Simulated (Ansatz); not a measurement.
Compare A (`C=N[SiH2]N1BC1`) with its isomer B (`N=C=CNB[SiH3]`).

Computed with Ansatz on PBE0-D4/def2-TZVP structures; ΔE is electronic, products minus reactants. CBS: MP2 limit from def2 TZ/QZ plus the TZ coupled-cluster correction, frozen cores. DFT in def2-TZVPP. B3LYP here is the variant with VWN-RPA as its local correlation; programs differ in this. Each species was taken in one conformer, which may not be the lowest.

Task: Which isomer does CCSD(T)/CBS put lower? Give the gap. (Estimate.)

Result: Ansatz gave: A, by 23.0 kcal/mol.

Task: Give E(B) − E(A) in kcal/mol with B3LYP, PBE-D4, ωB97M-V, r2SCAN-D4, CCSD(T)/def2-TZVPP, PBE0-D4, B2PLYP. (Best estimate.)

Result: Computed: B3LYP 17.1, PBE-D4 13.8, ωB97M-V 23.2, r2SCAN-D4 18.2, CCSD(T)/def2-TZVPP 21.5, PBE0-D4 18.1, B2PLYP 20.5. None reverses the order clearly.

Largest T1 diagnostic: 0.016.

From PBE to PBE0 (25 % exact exchange), in def2-TZVPP and without D4, E(B) − E(A) moves by +4.5 kcal/mol. The D4 term adds +1.4 kcal/mol with B3LYP and +0.8 kcal/mol with PBE0; it sums over pairs of atoms, weighted by their polarisabilities, and B3LYP, whose exchange is more repulsive, gets the larger term.
